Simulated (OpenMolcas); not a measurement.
Mo³⁺: Racah parameters, the spin-orbit constant, worked from levels

```yaml
Program: OpenMolcas 26.06
Basis: ANO-RCC-VTZP [7s6p4d2f1g]
Scalar_Hamiltonian: DKH2, point nucleus
Active_space: 9 electrons in 8 orbitals (RAS1 4p, at most 2 holes; RAS2 4d)
State_averaging: 2S+1 = 4 even, 10 roots; 2S+1 = 2 even, 40 roots
Spin-orbit_coupling: RASSI with atomic mean-field integrals over the reference wave functions, term energies averaged over their components
```

Methods: RASSCF; MS-RASPT2, IPEA 0.25 Eh, imaginary shift 0.1 Eh (closed shells correlated: 4s). Measured levels: Sugar and Musgrove, J. Phys. Chem. Ref. Data 17, 155 (1988).

**Racah parameters.** Above ⁴F, d3 has ⁴P at 15B, ²G at 4B + 3C and ²H at 9B + 3C. The first two fix B and C, and the third tests them; where it misses by thousands of cm-1, two parameters do not describe the configuration (Trees and configuration-interaction terms are left out) and B and C hang on the terms chosen. Term energies are centres of gravity, weighted by 2J + 1.

```tsv
Source	⁴P	²G	B	C	C/B	²H from B, C	²H found
RASSCF	11396	13183	760	3381	4.45	16983	18496
MS-RASPT2	9615	10839	641	2758	4.30	14043	15118
measured	9280	10294	619	2606	4.21	13389	14500
```

Energies in cm-1. From RASSCF to MS-RASPT2, B changes by -15.7 % and C by -18.4 %. Against the measured terms, MS-RASPT2 has B off by +3.6 % and C by +5.8 %.

**The spin-orbit constant.** For the Hund term ⁴F of d3, E(J) = (A/2) J(J+1) + constant and ζ = 2S·A = 3A. From J = 3/2 to J = 9/2 the energy changes by 10.5 A.

| Source | E(9/2) - E(3/2) | A | ζ |
| --- | --- | --- | --- |
| RASSCF | 2952.0 | 281.1 | 843 |
| MS-RASPT2 | 2940.2 | 280.0 | 840 |
| measured | 2864.6 | 272.8 | 818 |

All in cm-1. MS-RASPT2 is off by +2.6 % and RASSCF by +3.1 %. Both methods take the spin-orbit matrix elements from the reference wave functions, so the second can move ζ only through the term energies and any multistate remixing. Second-order mixing with other terms is absorbed into this ζ.

CASPT2 breaks the degeneracy within a term, and the mean is taken; among the terms shown or strongly mixed into the levels shown the widest spread is 1500 cm-1 (4d³ ⁴F, MS-RASPT2). Active for correlation alone: 4p; no level in the range computed is led by a configuration that opens it, so any true level of that kind is missing. Without dynamic correlation excited terms often stand tens of per cent too high (terms of higher spin than the ground term too low), and those without a measured partner can miss by more than the paired ones (holds for RASSCF). Computed and measured levels are paired by configuration, term and J; levels that our copy of the source lacks, or whose pairing is in doubt (as where it misses far off the trend of its configuration), stay unpaired and out of the deviations. Only configurations of the active space appear.
